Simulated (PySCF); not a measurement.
Gas-phase thermal properties of SnH₃Cl

Computed with PySCF (xtb for GFN2) and rigid-rotor harmonic-oscillator thermochemistry at 1 bar. All species are closed-shell singlets. Sn: scalar-relativistic def2 core potential, no spin-orbit coupling. SnH₃Cl: computed as isolated molecules; such fragments, hydroxides, amides, oligomers or adducts are transient or little studied in the gas. The harmonic model lacks anharmonicity and excited electronic states, which grow with temperature; levels with a mode under 35 cm⁻¹ are left out.

```tsv
level	point group	σ	ZPE (kJ/mol)	S°298 (J/mol/K)	Cp298 (J/mol/K)	S°1000 (J/mol/K)	H1000 − H298 (kJ/mol)
GFN2-xTB	C3v	3	48.7	278.6	63.8	376.9	59.3
PBE/def2-SVP	C3v	3	53.7	277.3	61.8	372.9	57.7
PBE0/def2-TZVP	C3v	3	56.1	276.1	60.8	370.3	56.9
```
σ: rotational symmetry number. Electronic degeneracy used: 1. Frequencies are unscaled.
